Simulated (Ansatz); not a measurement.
Reaction (cleavage of the Si–Si bond): `O[SiH2][SiH](Cl)Cl` + `N[SiH](O)O` → `O[SiH2]N[SiH](O)O` + `Cl[SiH2]Cl`

Computed with Ansatz on PBE0-D4/def2-TZVP structures; ΔE is electronic, products minus reactants. CCSD(T)/CBS is the MP2 limit (def2-TZVPP, def2-QZVPP) plus CCSD(T) − MP2 in def2-TZVPP, frozen cores. This one scheme is used for every species. Functionals use def2-TZVPP. B3LYP here is the variant with VWN-RPA as its local correlation; programs differ in this. One conformer a species, not always the lowest.

```
             level  ΔE (kJ/mol)
          B3LYP-D4        -84.2
      CAM-B3LYP-D4        -91.7
            r2SCAN        -83.7
SCS-MP2/def2-TZVPP        -97.7
```

(1) What does CCSD(T)/CBS give? (Estimate.)

Largest T1 diagnostic among the species: 0.012.

## Answers

(1) Ansatz gave: -88.5 kJ/mol. The listed levels differ from it by 4.3, -3.2, 4.8, -9.2 kJ/mol.

From r2SCAN to r2SCAN0 (25 % exact exchange), in def2-TZVPP and without D4, ΔE moves by −3.6 kJ/mol. Leaving LDA and LC-ωPBE aside and taking each functional with its dispersion term where it has one, the values, not all of them listed here, spread over 26.1 kJ/mol, from BHLYP-D4 to PBE-D4. LDA lies −12.0 kJ/mol from PBE without D4.
